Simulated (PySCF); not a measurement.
Sn(Me)2(OH)(NH2), C2H9NOSn, SMILES [CH3][Sn]([CH3])([NH2])[OH] at its B3LYP/def2-SVP optimised geometry (Å):

```
14

C      1.2259    -0.6821     0.0000
Sn    -0.9394    -0.6821     0.0000
C     -1.8779    -1.7880     1.6075
N     -1.5662    -1.4953    -1.7738
O     -1.6154     1.2200     0.0000
H      1.5883    -0.3134    -0.9705
H      1.5924    -1.7073     0.1561
H      1.6154    -0.0339     0.7984
H     -1.7151    -1.2864     2.5725
H     -2.9586    -1.8604     1.4180
H     -1.4506    -2.8007     1.6508
H     -2.5829    -1.4953    -1.8664
H     -1.1972    -0.9948    -2.5835
H     -1.3724     1.7073     0.7992
```

Calculation: B3LYP/def2-TZVP, def2 effective core potentials past Kr (PySCF 2.14.0). The core electrons that the potentials of Sn replace are not part of the density.

Map of the electrostatic potential (hartree/e), clipped to [-0.08, 0.12] on the plane z = 0.8 Å:

```
|:::::::::::--------------------|
|:::::::::----------------------|
|:::::::::----------------------|
|::::::::-----------------------|
|:::::::--====------------------|
|:....::-=+**+==----------------|
|......:=#@@@#+=----------------|
|......:+@@@@@*==---------------|
|...  .:#@@@@@#+=---------------|
|..    :#@@@@@#+=---------------|
|..    .*@@@@@*+===--===--------|
|..    .+@@@@%*++=========------|
|...    -#@@@%%#*+==+*#*+=------|
|:......-+%@@@@@%*++#@@@%+=-----|
|:::..:-+%@@@@@@@#*#@@@@@*=-----|
|:::::-+%@@@@@@@@@#@@@@@@#=-----|
|::---=*@@@@@@@@@@@@@@@@@*=-----|
|----=+#@@@@@@@@@@@@@@@@@+------|
|---==+%@@@@@@@@@@@@@@@@*=------|
|-==++*%@@@@@@@@@@@@@@@%+=------|
|==+*##@@@@@@@@@@@#%@@@%+=------|
|=+#@@@@@@@@@@@@@#**#@@@*=------|
|=+%@@@@@@@@@@@@%*++*@@@*=------|
|=+#@@@@@@@@@%%#*+++*#%#+=------|
|==+***#@@@%#**+++==++*++=------|
|-=====+*###*+++======+===------|
|------==+**++===========-------|
|-------==+++=====--------------|
|--------=======----------------|
|---------====------------------|
|-------------------------------|
```
Scale: ten equal steps from -0.052 (start of ' ') to 0.120 (end of '@'), in the order ' .:-=+*#%@'; x runs from -4.00 to 4.00, y from -4.00 (bottom) to 4.00 (top).
